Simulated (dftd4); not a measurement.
silane (H4Si), singlet, geometry from GFN2-xTB; D4 for tpss (dftd4).

dftd4 was given this input:
```
$ dftd4 mol.xyz --func tpss --charge 0 --json dftd4.json --noedisp --property

# file mol.xyz
5

Si    -0.00000000     0.00000000    -0.00000000
H      0.85687118     0.83207387     0.84090169
H     -0.85685565    -0.82713035     0.84578045
H     -0.82961346     0.85438800    -0.84584481
H      0.82959793    -0.85933152    -0.84083733
```

The log (banner, timings and long lists left out):

```
                    ____  _____ _____     ____  _  _
      -------------|  _ \|  ___|_   _|---|  _ \| || |------------
     |             | | | | |_    | | ___ | | | | || |_           |
     |             | |_| |  _|   | ||___|| |_| |__   _|          |
     |             |____/|_|     |_|     |____/   |_|            |
     |             ===================================           |
     |            E. Caldeweyher, S. Ehlert & S. Grimme          |
     |          Mulliken Center for Theoretical Chemistry        |
     |                    University of Bonn                     |
      -----------------------------------------------------------

Rational (Becke-Johnson) damping: tpss-D4-ATM
---------------------
  s6         1.0000
  s8         1.7660
  s9         1.0000
  a1         0.4282
  a2         4.5426
 alp        16.0000
--------------------

Atomic data, radii in Ångström:
------------------------------------------------------
   Z          R(cov)      r4/r2   hardness         EN
------------------------------------------------------
  14 Si       1.3867     2.5839     0.3054     1.9000
   1 H        0.4267     1.0622     0.4726     2.2000
------------------------------------------------------

Atomic reference systems (in atomic units):
----------------------------------------------------------------------------
   Z        #      CN     q+Z       C6(AA)   #      CN     q+Z       C6(AA)
----------------------------------------------------------------------------
  14 Si     1  0.0000 14.0000     321.4498   2  0.8915 14.0165     270.4983
            3  1.8234 13.9936     236.2774   4  2.8003 13.9692     228.3542
            5  3.6668 13.9341     158.2713
   1 H      1  0.0000  1.0000       7.6362   2  0.8942  1.0000       3.0374
----------------------------------------------------------------------------

Atomic properties (in atomic units):
----------------------------------------------------------------------------
     #    Z              CN          q      C6(AA)        C8(AA)   alpha(0)
----------------------------------------------------------------------------
     1   14 Si       3.6761    -0.0871    159.7871    11429.0329    23.3760
     2    1 H        0.9190     0.0218      2.7078       32.7331     2.5736
     3    1 H        0.9190     0.0218      2.7078       32.7331     2.5736
     4    1 H        0.9190     0.0218      2.7078       32.7331     2.5736
     5    1 H        0.9190     0.0218      2.7078       32.7331     2.5736
----------------------------------------------------------------------------

Molecular properties (in atomic units):
----------------------------------------
 molecular C6                 367.3792
 molecular C8               16782.9901
----------------------------------------

Dispersion energy:      -2.1137082300634E-03 Eh

[Info] JSON dump of results written to 'dftd4.json'
```
